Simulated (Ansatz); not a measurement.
The cluster Ti₂O₄⁻, 6 atoms. Hardware: 4 threads of Arm Neoverse V1 on a shared host.

Correlated methods freeze 14 core orbitals; core or outer-core shells of Ti are correlated, in sets that lack core-valence functions.

Q: How many basis functions does each of these Ansatz runs have, and roughly what does it cost? PBE-D4/def2-SVP, charge -1 doublet, energy with a search over starts; PBE-D4/def2-TZVPD, charge -1 doublet, energy and forces, from earlier orbitals; PBE-QIDH/def2-TZVPD, charge -1 doublet, energy, from earlier orbitals; PBE0-D4/def2-TZVPD, charge -1 doublet, energy, from earlier orbitals; r2SCAN-D4/def2-TZVPD, charge -1 doublet, energy, from earlier orbitals; RPA@PBE/def2-TZVPD, charge -1 doublet, energy, from earlier orbitals; PBE-D4/def2-SVPD, charge -1 doublet, relaxation, 33 steps; MP2/def2-TZVPD, charge -1 doublet, energy, from earlier orbitals; HF/def2-TZVPD, charge -1 doublet, energy, from earlier orbitals.

A: Other jobs shared the machine, so times can vary by a factor of up to 3. A dash marks memory too small to be measured apart from the calling script's.

```tsv
run	functions	fitting or Cholesky vectors	wall time	peak host memory (GiB)
HF/def2-TZVPD, charge -1 doublet, energy, from earlier orbitals	256	2136	36 s	1.7
MP2/def2-TZVPD, charge -1 doublet, energy, from earlier orbitals	256	1855	69 s	1.2
r2SCAN-D4/def2-TZVPD, charge -1 doublet, energy, from earlier orbitals	256	1588	99 s	1
PBE-D4/def2-TZVPD, charge -1 doublet, energy and forces, from earlier orbitals	256	1588	1.8 min	0.93
PBE-D4/def2-SVP, charge -1 doublet, energy with a search over starts	118	1332	2.4 min	–
PBE-QIDH/def2-TZVPD, charge -1 doublet, energy, from earlier orbitals	256	1855	2.5 min	1.4
RPA@PBE/def2-TZVPD, charge -1 doublet, energy, from earlier orbitals	256	1855	2.7 min	0.94
PBE0-D4/def2-TZVPD, charge -1 doublet, energy, from earlier orbitals	256	1716	3.6 min	1.7
PBE-D4/def2-SVPD, charge -1 doublet, relaxation, 33 steps	160	1492	5.1 min	–
```
